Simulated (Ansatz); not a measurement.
A structure relaxed at r2SCAN-D4/def2-SVP in Ansatz, charge 1, singlet:

```tsv
atom	x (Å)	y (Å)	z (Å)
Y1	-1.2823	0.6700	-0.8287
Y2	1.6142	1.7648	-0.1384
Y3	0.9381	-1.2505	0.5798
O4	-0.8022	-0.0625	1.1796
O5	-1.2415	-1.2058	0.3133
O6	0.7737	0.0840	-1.1056
```

(1) Give its formula and point group.

(2) Summarise the bond lengths by kind (pairs closer than 1.2 times the sum of covalent radii, bridged metal pairs left out).

Answers

(1) Y3O3⁺. Point group Cs (tolerance 0.1 Å).

(2) 7 × O–Y 2.11 to 2.20 Å; 1 × O–O 1.50 Å.

In the def2 sets Y takes a core potential; there is no spin–orbit coupling. The structure holds 1 bond(s) between oxygen atoms. The restricted singlet is unstable towards broken spin symmetry in Hartree–Fock (as tested in another run); at r2SCAN-D4/def2-SVP this wasn't settled. The relaxation made no stability test and no search for a lower SCF solution. No other spin state of charge 1 was run. Another isomer (singlet) lies 6.59 eV lower at PBE0-D4/def2-TZVP; other spin states weren't run for this one.
